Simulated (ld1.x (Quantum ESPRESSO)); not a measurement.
## PBE PAW dataset for copper (Cu), scalar-relativistic all-electron reference.

The input file (ld1.x (Quantum ESPRESSO) 7.5):

```
&input
   title='Cu', zed=29., rel=1, dft='PBE', iswitch=3,
   config='[Ar] 3d9 4s2 4p0',
   nld=3, rlderiv=2.70, eminld=-8.0, emaxld=5.0, deld=0.04
 /
 &inputp
   pseudotype=3, lpaw=.true., tm=.true., lloc=-1, rcloc=0.70,
   nlcc=.true.,
   which_augfun='BESSEL', rmatch_augfun=0.60,
   file_pseudopw='Cu.UPF', file_wfcaegen='ae.wfc', file_wfcncgen='nc.wfc', file_beta='beta', file_chi='chi', file_wfcusgen='us.wfc'
 /
6
4S  1  0   2.00   0.00  1.95  2.50  0.0
4S  1  0   0.00   4.50  1.95  2.50  0.0
3P  2  1   6.00   0.00  1.10  1.40  0.0
4P  3  1   0.00   0.00  1.10  1.40  0.0
3D  3  2   9.00   0.00  0.70  0.95  0.0
3D  3  2   0.00   0.90  0.70  0.95  0.0
 &test
   configts(1)='3p6 3d9 4s2 4p0'
 /
```

Command:

```bash
ld1.x < Cu.in > Cu.out
```

The program printed (shortened: banner, matrices, multipoles, cross overlaps and the repeated all-electron block are left out):

```
Program LD1 v.7.5
     --------------------------- All-electron run ----------------------------

     Cu
     scalar relativistic calculation

     atomic number is 29.00
     dft =PBE   lsd =0 sic =0 latt =0  beta=0.20 tr2=1.0E-14
     Exchange-correlation= PBE
                           (   1   4   3   4   0   0   0)
     mesh =1199 r(mesh) = 100.25372 a.u. xmin = -7.00 dx = 0.01250
     1 Ry =  13.60569312 eV, c = 137.03599908

     n l     nl                  e(Ry)          e(Ha)          e(eV)
     1 0     1S 1( 2.00)      -650.9315      -325.4658     -8856.3746
     2 0     2S 1( 2.00)       -78.5156       -39.2578     -1068.2594
     2 1     2P 1( 6.00)       -67.8175       -33.9088      -922.7042
     3 0     3S 1( 2.00)        -8.8196        -4.4098      -119.9971
     3 1     3P 1( 6.00)        -5.6820        -2.8410       -77.3069
     3 2     3D 1( 9.00)        -0.6996        -0.3498        -9.5183
     4 0     4S 1( 2.00)        -0.4272        -0.2136        -5.8119
     4 1     4P 1( 0.00)        -0.0861        -0.0430        -1.1713

     final scf error:  9.0E-15 reached in  29 iterations

     Etot =   -3309.556741 Ry,   -1654.778371 Ha,  -45028.813395 eV

     Ekin =    3358.840849 Ry,    1679.420424 Ha,   45699.357834 eV
     Encl =   -7958.952201 Ry,   -3979.476100 Ha, -108287.061223 eV
     Eh   =    1425.144548 Ry,     712.572274 Ha,   19390.079376 eV
     Exc  =    -134.589937 Ry,     -67.294969 Ha,   -1831.189383 eV

     normalization and overlap integrals

     s(1S/1S) =  1.000000  <r> =   0.0521  <r2> =    0.0037  r(max) =   0.0341
     s(2S/2S) =  1.000000  <r> =   0.2352  <r2> =    0.0653  r(max) =   0.1960
     s(2P/2P) =  1.000000  <r> =   0.2064  <r2> =    0.0523  r(max) =   0.1585
     s(3S/3S) =  1.000000  <r> =   0.7092  <r2> =    0.5813  r(max) =   0.6112
     s(3P/3P) =  1.000000  <r> =   0.7444  <r2> =    0.6548  r(max) =   0.6189
     s(3D/3D) =  1.000000  <r> =   0.9582  <r2> =    1.2493  r(max) =   0.5961
     s(4S/4S) =  1.000000  <r> =   2.7280  <r2> =    8.7392  r(max) =   2.1602
     s(4P/4P) =  1.000000  <r> =   4.3592  <r2> =   23.3400  r(max) =   3.1431

     ------------------------ End of All-electron run ------------------------

     --------------------- Generating PAW atomic setup --------------------

      Generating local potential from pseudized AE potential:
      Matching radius rcloc =   0.7000

      Local pseudo, rcloc= 0.693 Estimated cut-off energy=    51.40 Ry

      Computing core charge for nlcc:

       r > 0.33 : true rho core
       r < 0.33 : rho core = a sin(br)/r    a=  69.74  b=   7.80

      Integrated core pseudo-charge :   5.95
      Wfc-us  4S rcutus= 2.479  Estimated cut-off energy=     7.50 Ry
      Wfc-us  4S rcutus= 2.479  Estimated cut-off energy=    19.22 Ry
      Wfc-us  3P rcutus= 1.395  Estimated cut-off energy=    44.14 Ry
      Wfc-us  4P rcutus= 1.395  Estimated cut-off energy=    83.61 Ry
      Wfc-us  3D rcutus= 0.959  Estimated cut-off energy=   124.25 Ry
      Wfc-us  3D rcutus= 0.959  Estimated cut-off energy=   132.49 Ry

     Required augmentation: BESSEL   radius:    0.600000
     Suggested rho cutoff for augmentation: 272.49 Ry

     Estimated PAW energy = -397.718519 Ryd

     ------------------- End of pseudopotential generation -------------------

     Computing logarithmic derivative in   2.68847
     Computing logarithmic derivative in   2.68847
     Computing the partial wave expansion
     R is outside the sphere for l=    0 j= 0.00
     R is outside the sphere for l=    0 j= 0.00
     R is outside the sphere for l=    1 j= 0.00
     R is outside the sphere for l=    1 j= 0.00
     R is outside the sphere for l=    2 j= 0.00
     R is outside the sphere for l=    2 j= 0.00

     ---------------------- Testing the pseudopotential ----------------------

     Cu
     scalar relativistic calculation

     atomic number is 29.00   valence charge is 17.00
     dft = SLA  PW   PBX  PBC   lsd =0 sic =0 latt =0  beta=0.20 tr2=1.0E-14
     mesh =1199 r(mesh) = 100.25372 xmin = -7.00 dx = 0.01250

     n l     nl             e AE (Ry)        e PS (Ry)    De AE-PS (Ry)
     2 1     3P   1( 6.00)       -5.68196       -5.68196        0.00001
     3 2     3D   1( 9.00)       -0.69958       -0.69960        0.00002
     1 0     4S   1( 2.00)       -0.42717       -0.42717        0.00000
     3 1     4P   1( 0.00)       -0.08609       -0.08609       -0.00000

     eps = 1.4E-15  iter =  7

     Etot =   -3309.556741 Ry,   -1654.778371 Ha,  -45028.813395 eV
     Etotps =  -397.718587 Ry,    -198.859294 Ha,   -5411.237045 eV

     Ekin =     368.832511 Ry,     184.416255 Ha,    5018.221958 eV
     Encl =    -900.434730 Ry,    -450.217365 Ha,  -12251.038619 eV
     Ehrt =     268.473561 Ry,     134.236781 Ha,    3652.768883 eV
     Ecxc =    -134.589929 Ry,     -67.294964 Ha,   -1831.189267 eV
     (Ecc =     -19.542320 Ry,      -9.771160 Ha,    -265.886803 eV)

     ---------------------- End of pseudopotential test ----------------------
```

The ghost test of this file was not conclusive. Its overlap operator is not positive definite in a basis up to 400 Ry (lowest eigenvalue s -0.97, p -1.23), so the file is unfit for use: the generalised eigenproblem breaks down once the basis is large enough, and its test numbers describe a broken file.

Generation and configuration tests took about 1.3 s on one core of a shared server CPU.

Transferability test of the new file with ld1.x, input:

```
&input
   title='Cu', zed=29., rel=1, dft='PBE', iswitch=2,
   config='[Ar] 3d9 4s2 4p0'
 /
 &test
   file_pseudo='Cu.UPF', nconf=8,
   configts(1)='3p6 3d9 4s2 4p0',
   configts(2)='3p6 3d10 4s1 4p0',
   configts(3)='3p6 3d10 4s0 4p0',
   configts(4)='3p6 3d9 4s0 4p0',
   configts(5)='3p6 3d10 4s0.5 4p0',
   configts(6)='3p6 3d9 4s1 4p1',
   configts(7)='3p5 3d10 4s1 4p0',
   configts(8)='3p6 3d7 4s0 4p0'
 /
```

```bash
ld1.x < Cu.test.in > Cu.test.out
```

Pseudopotential blocks of its output, shortened (energy terms left out):

```
     ---------------------- Testing the pseudopotential ----------------------

     n l     nl             e AE (Ry)        e PS (Ry)    De AE-PS (Ry)
     2 1     3P   1( 6.00)       -5.68196       -5.68196        0.00001
     3 2     3D   1( 9.00)       -0.69958       -0.69960        0.00002
     1 0     4S   1( 2.00)       -0.42717       -0.42717        0.00000
     3 1     4P   1( 0.00)       -0.08609       -0.08609       -0.00000

     eps = 1.5E-15  iter =  7

     Etot =   -3309.556741 Ry,   -1654.778371 Ha,  -45028.813395 eV
     Etotps =  -397.718587 Ry,    -198.859294 Ha,   -5411.237045 eV

     ---------------------- End of pseudopotential test ----------------------

          ---------------------- Testing the pseudopotential ----------------------

     n l     nl             e AE (Ry)        e PS (Ry)    De AE-PS (Ry)
     2 1     3P   1( 6.00)       -5.30241       -5.31526        0.01285  !
     3 2     3D   1(10.00)       -0.37027       -0.38725        0.01698  !
     1 0     4S   1( 1.00)       -0.33878       -0.31036       -0.02842  !
     3 1     4P   1( 0.00)       -0.05121       -0.06040        0.00920  !

     eps = 6.7E-15  iter = 30

     Etot =   -3309.701531 Ry,   -1654.850765 Ha,  -45030.783357 eV
     Etotps =  -397.886908 Ry,    -198.943454 Ha,   -5413.527172 eV
     dEtot_ae =      -0.144790 Ry
     dEtot_ps =      -0.168321 Ry,   Delta E=       0.023532 Ry

     ---------------------- End of pseudopotential test ----------------------

          ---------------------- Testing the pseudopotential ----------------------

     n l     nl             e AE (Ry)        e PS (Ry)    De AE-PS (Ry)
     2 1     3P   1( 6.00)       -5.93825       -5.92369       -0.01456  !
     3 2     3D   1(10.00)       -1.00387       -0.99903       -0.00484
     1 0     4S   1( 0.00)       -0.87409       -0.76043       -0.11365  !
     3 1     4P   1( 0.00)       -0.48142       -0.48355        0.00213

     eps = 2.5E-15  iter = 36

     Etot =   -3309.102669 Ry,   -1654.551334 Ha,  -45022.635421 eV
     Etotps =  -397.350698 Ry,    -198.675349 Ha,   -5406.231659 eV
     dEtot_ae =       0.454073 Ry
     dEtot_ps =       0.367889 Ry,   Delta E=       0.086184 Ry

     ---------------------- End of pseudopotential test ----------------------
```

The test run then stopped with an error in new_paw_hamiltonian: “negative rho”.
